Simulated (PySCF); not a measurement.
**Relaxation of singlet LaO(OH)**

Computed with PBE0 in PySCF with La def2-TZVP with ECP46, O def2-TZVP, H def2-TZVP; scalar-relativistic core potentials, no spin–orbit coupling; density-fitted integrals. A (50,194) grid was used.

A hand-made bent (heavy-atom frame) start, with no symmetry imposed:

Coordinates in bohr (charge 0 multiplicity 1):
```
La    0.0953   -0.0081   -0.4621
O     3.1293   -0.0081    1.6623
O    -3.6662   -0.0081    2.1718
H    -4.6214    1.3816    2.8406
```

(1) What does it relax to?

(2) How much energy is released, and in how many steps?

## Answers

(1) It ends at Cs with La–O 1.933 Å, La–O 2.203 Å, O–H 0.957 Å; H–O–La 138.1°, O–La–O 110.3° (after a last refinement on a finer grid). The frequency run here used a shortcut that can spoil soft modes, so no verdict on minimum or saddle point is given. Other isomers or separated fragments may lie lower.

(2) 46.8 kJ/mol in 14 steps.

The relaxation took roughly 80 core-seconds on a shared host.
